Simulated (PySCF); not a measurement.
Work out the structure from these simulated measurements.

Elements present: C, F, H and O. Monoisotopic mass: 154.0242 u.

| Item | Value |
| --- | --- |
| 1H NMR | chemical shifts (computed TMS as zero) by class: 9.83 (1 H), 5.02 (2 H), 4.55 (2 H) ppm [GIAO PBE0/pcSseg-1] |
| 13C NMR | chemical shifts (computed TMS as zero) by class: 204.6 (1 C), 168.7 (1 C), 140.5 (1 C), 78.7 (1 C), 66.7 (1 C) ppm [GIAO PBE0/pcSseg-1] |
| UV, strongest line | among the 6 lowest singlet transitions: S6 at 6.95 eV (178 nm, f = 0.021) [TDDFT PBE0/def2-SVPD] |
| NMR, other nuclei | isotropic shieldings of nuclei other than C and H, by class: -352 (1 O), 290 (1 O), 273 (1 F), 289 (1 F), 352 (1 F) ppm [GIAO PBE0/pcSseg-1] |
| Triplet | lowest triplet excitation (Tamm–Dancoff): 3.64 eV [TDA PBE0/def2-SVPD] |
| Rotational structure | rotational constants A, B, C: 2.890, 0.668, 0.607 GHz [GFN2-xTB] |

Gas-phase values; electronic properties from PySCF, density fitting. Levels stand in brackets. NMR shifts are as computed; neighbouring signals can stand in another order in a measured spectrum. The structure is a single GFN2-xTB conformer in the gas phase; no vibrational or solvent corrections. NMR classes are plain means over equivalent atoms (diastereotopic ones count apart unless rotation or inversion swaps them), as if these changed places fast.

Question: Which formula fits the mass and the elements?

Answer: C5H5F3O2 (calculated 154.0242). No other formula that holds each of these elements comes within 0.0003 u with a fitting electron parity and a possible valence count.

Question: What is the compound? Reason from the data.

Answer: Numbering: `[O:1]=[CH:2][CH2:3][O:4][CH2:5][C:6]([F:7])=[C:8]([F:9])[F:10]`. Its formula, C5H5F3O2, gives 2 degrees of unsaturation: 0 rings and 2 π bonds in the structure found. 5 carbons fall into 5 classes; from least to most shielded: aldehyde carbon [C2] (204.6 ppm), =CF2 carbon [C8] (168.7 ppm), vinylic C–F carbon [C6] (140.5 ppm), sp3 carbon bound to oxygen [C3] (78.7 ppm), sp3 carbon bound to oxygen [C5] (66.7 ppm). Hydrogen classes from least to most shielded: 1 H on an aldehyde carbon, C2 (9.83 ppm), 2 H on an sp3 carbon bound to oxygen, C5 (5.02 ppm, a mean of values up to 0.8 ppm apart in this geometry), 2 H on an sp3 carbon bound to oxygen, C3 (4.55 ppm). The other shieldings belong to: -352 ppm, aldehyde oxygen [O1]; 290 ppm, ether oxygen [O4]; 273 ppm, vinyl fluorine [F9]; 289 ppm, vinyl fluorine [F10]; 352 ppm, vinyl fluorine [F7]. The optimised geometry has point group C1 and is an asymmetric top. Structure: `O=CCOCC(F)=C(F)F`. Computed isomers that give other values at the same levels: `FC(F)(F)O[C@@H]1C=CCO1` (13C chemical shifts (computed TMS as zero) by class: 143.5 (1 C), 133.3 (1 C), 130.3 (1 C), 112.2 (1 C), 81.0 (1 C) ppm); `COC(=O)/C=C/C(F)(F)F` (13C chemical shifts (computed TMS as zero) by class: 171.6 (1 C), 142.4 (1 C), 136.6 (1 C), 131.8 (1 C), 54.7 (1 C) ppm); `O=C(O)/C=C\CC(F)(F)F` (13C chemical shifts (computed TMS as zero) by class: 171.3 (1 C), 153.2 (1 C), 134.7 (1 C), 129.5 (1 C), 37.1 (1 C) ppm). The assignments are read from this structure; whether some other isomer fits the data as well wasn't checked.

The values belong to the conformer `[O:1]=[CH:2][CH2:3][O:4][CH2:5][C:6]([F:7])=[C:8]([F:9])[F:10]`: O1–C2–C3–O4 5°, C2–C3–O4–C5 -65°, C3–O4–C5–C6 -69°, O4–C5–C6–F7 87°.
